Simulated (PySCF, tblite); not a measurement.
Compound: CH8N2O2Si.
Structure used (GFN2-xTB), in Å, numbered top down from 1:
```xyz
14
CH8N2O2Si angstrom
C      1.7544    1.2465   -0.4035
O      0.3988    1.1108   -0.0777
Si    -0.3880   -0.2706    0.2568
N     -1.9831    0.1079    0.8138
N     -0.4107   -1.2831   -1.1488
O      0.4121   -1.0415    1.4499
H      2.3808    0.8482    0.3960
H      1.9839    0.7132   -1.3282
H      1.9573    2.3104   -0.5335
H     -2.5939    0.5718    0.1616
H     -2.0457    0.5819    1.7008
H     -0.6704   -0.8495   -2.0193
H     -0.8656   -2.1784   -1.0791
H      0.0694   -1.8682    1.7740
```

The calculation used PBE0/def2-SVPD in PySCF (dipole) on a GFN2-xTB geometry, gas phase.

Masses are those of the commonest isotopes; rigid-rotor values at the optimised geometry. The values belong to one conformer with, in the numbering `[CH3:1][O:2][Si:3]([NH2:4])([NH2:5])[OH:6]`, C1–O2–Si3–N4 172°, O2–Si3–N4–H 63° and -67°, O2–Si3–N5–H -47° and 180°, O2–Si3–O6–H 179°.

Question: Give the principal moments of inertia and the rotational constants in GHz.

Answer: Ia = 138.58, Ib = 228.69, Ic = 234.85 u·Å²; 505379 MHz·u·Å²/I gives 3647, 2210 and 2152 MHz, that is A = 3.6469, B = 2.2099, C = 2.1519 GHz.

Question: What kind of rotor is it?

Answer: A near-prolate asymmetric top. Ray's parameter κ = (2B − A − C)/(A − C) = -0.922; −1 is the prolate and +1 the oblate limit.

Question: What does the inertial defect say?

Answer: Not planar: Δ = Ic − Ia − Ib = -132.42 u·Å². For a rigid frame Δ = −2 Σ m c², so Σ m c² = 66.21 u·Å² lies off the ab plane: 10.78 from hydrogen and 55.43 from heavier atoms. The atom farthest from that plane is 2.06 Å away.

Question: Give the other two planar moments, Paa and Pbb, and the rms extents of the mass along the axes.

Answer: Paa = Σ m a² = (Ib + Ic − Ia)/2 = 162.48 and Pbb = Σ m b² = (Ia + Ic − Ib)/2 = 72.37 u·Å². With the mass M = 108.04 u, the rms extents √(P/M) along a, b and c are 1.23, 0.82, 0.78 Å.

Question: Where do the levels up to J = 4 lie, in MHz?

Answer: Above 0(0,0):
J = 1: 1(0,1) 4362, 1(1,1) 5799, 1(1,0) 5857
J = 2: 2(0,2) 13084, 2(1,2) 14465, 2(1,1) 14638, 2(2,1) 18949, 2(2,0) 18951
J = 3: 3(0,3) 26162, 3(1,3) 27462, 3(1,2) 27810, 3(2,2) 32035, 3(2,1) 32044, 3(3,1) 39366, 3(3,0) 39366
J = 4: 4(0,4) 43592, 4(1,4) 44790, 4(1,3) 45369, 4(2,3) 49481, 4(2,2) 49507, 4(3,2) 56817, 4(3,1) 56817, 4(4,1) 67076, 4(4,0) 67076
Those of J = 1 are B + C, A + C and A + B.

Question: Predict some low-J microwave lines.

Answer: The dipole components are |μa| = 1.01 D, |μb| = 0.62 D, |μc| = 0.78 D. The squared components, which scale the intensities, stand as 1.00 : 0.37 : 0.60 (a : b : c). Some lines, for components of 0.1 D or more:

```
type  branch         J(Ka,Kc)    MHz  lower level (cm⁻¹)
   c       Q  2(1,2) ← 2(0,2)   1381               0.436
   c       Q  1(1,1) ← 1(0,1)   1437               0.145
   b       Q  1(1,0) ← 1(0,1)   1495               0.145
   b       Q  2(1,1) ← 2(0,2)   1555               0.436
   c       Q  2(2,1) ← 2(1,1)   4311               0.488
   c       R  1(1,0) ← 0(0,0)   5857               0.000
   b       R  2(0,2) ← 1(1,1)   7285               0.193
   a       R  2(1,2) ← 1(1,1)   8666               0.193
   a       R  2(0,2) ← 1(0,1)   8722               0.145
   a       R  2(1,1) ← 1(1,0)   8782               0.195
   b       R  2(1,2) ← 1(0,1)  10103               0.145
   c       R  2(1,1) ← 1(0,1)  10277               0.145
   b       R  2(2,1) ← 1(1,0)  13093               0.195
   c       R  2(2,0) ← 1(1,0)  13094               0.195
   b       R  2(2,0) ← 1(1,1)  13152               0.193
```

Its GFN2-xTB frequencies are all real (lowest 69 cm⁻¹). These are rigid-rotor constants of the computed structure; measured ground-state constants (B0) also hold zero-point vibration. A rigid rotor knows nothing of inversion at nitrogen or internal rotation, which can split or shift real lines. Quadrupole hyperfine structure (14N) is left out.

On Arm Neoverse N1, one thread, shared host with 64 logical CPUs at a one-minute load of 59, this took 57 s of wall time (with the writing of density and orbital grids) and 0.73 GiB of memory at its peak. This is the PBE0/def2-SVPD job that gave the dipole, with the excitations it also computed.
